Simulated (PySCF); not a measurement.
# RbLi at BLYP

Computed with BLYP; PySCF, scalar-relativistic core potentials, basis sets Rb def2-TZVP with ECP28, Li def2-TZVP.

| Quantity | Value |
| --- | --- |
| state | ¹Σ⁺ (singlet), closed shell |
| bond length | 0.3547 nm |
| harmonic wavenumber | 176 cm⁻¹ |
| force constant | 0.118 mdyn/Å |
| rotational constant Be | 0.2068 cm⁻¹ |
| anharmonicity ωexe | 1.02 cm⁻¹ |
| vibration–rotation constant αe | 0.00159 cm⁻¹ |
| well depth De to Rb + Li | 60 kJ/mol |
| dissociation energy D0 | 59 kJ/mol |
| HOMO–LUMO gap | 1.01 eV |
| bond order (Mayer) | 1.00 |
| dipole moment (positive dipole means Rb(−)Li(+)) | -2.58 D |

Closed-shell solutions of metal pairs were not tested for spin polarisation, which can lower them a little.
